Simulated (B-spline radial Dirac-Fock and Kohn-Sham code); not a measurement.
**How the levels of rubidium move as electrons are removed**

These are calculated numbers from an atomic code on a B-spline grid; the model is relaxed Dirac-Fock hole states (ΔSCF) with Breit and QED corrections and a finite nucleus. Each ion is free and in its tabulated ground configuration. Electron correlation is not included.

Reference: Rb¹⁶⁺, [Ar] 3d3, with K 15763.5 eV, L1 2630.1 eV, L2 2425.9 eV, M1 796.1 eV. Shifts from it, in eV (a dash: the subshell is empty, belongs to an open shell averaged over j, or its hole state is left out as unreliable):

```tsv
ion	configuration	K	L1	L2	M1
Rb¹⁷⁺	[Ar] 3d2	+65.2	+64.3	+64.7	+48.8
Rb¹⁸⁺	[Ar] 3d1	+132.8	+130.7	+131.6	+98.8
Rb¹⁹⁺	[Ne] 3s2 3p6	+202.8	+199.3	+200.6	+150.1
Rb²⁰⁺	[Ne] 3s2 3p5	+277.4	+264.8	+267.1	+196.7
Rb²¹⁺	[Ne] 3s2 3p4	+353.8	+331.6	+335.1	+244.0
Rb²²⁺	[Ne] 3s2 3p3	?	?	?	?
Rb²³⁺	[Ne] 3s2 3p2	+512.2	+469.2	+474.7	+341.1
```

Question: Give the missing shifts for Rb²²⁺.

Answer: K +432.1, L1 +399.7, L2 –, M1 +292.2 (eV).
